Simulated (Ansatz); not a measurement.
Reaction (redistribution): `C[O][Ge]([F])([F])[O]C` + `C[O][AlH][SeH]` → `C[O][Ge]([F])([F])[SeH]` + `C[O][AlH][O]C`

Program: Ansatz. Geometries: PBE0-D4/def2-TZVP. ΔE: electronic, gas phase. CCSD(T)/CBS adds triple-zeta CCSD(T) − MP2 to the extrapolated MP2 energy (def2 sets, frozen cores). DFT in def2-TZVPP. B3LYP here is the variant with VWN-RPA as its local correlation; programs differ in this. For Ge, Se outer-core shells are correlated without core-valence functions, which leaves a few kJ/mol of doubt a bond. Scalar relativity is left out up to krypton. One conformer a species, not always the lowest.

CCSD(T)/CBS gives -31.3 kJ/mol.

(1) Another level gave -35.8 kJ/mol. Which?
A. PBE-D4/def2-TZVPP
B. r2SCAN-D4/def2-TZVPP
C. B3LYP/def2-TZVPP
D. SCS-MP2/def2-TZVPP

Largest T1 diagnostic among the species: 0.012.

Results:

(1) B. r2SCAN-D4 -35.8, B3LYP -45.3, PBE-D4 -40.1, SCS-MP2/def2-TZVPP -31.0 kJ/mol.

From PBE to PBE0 (25 % exact exchange), in def2-TZVPP and without D4, ΔE moves by +4.4 kJ/mol.
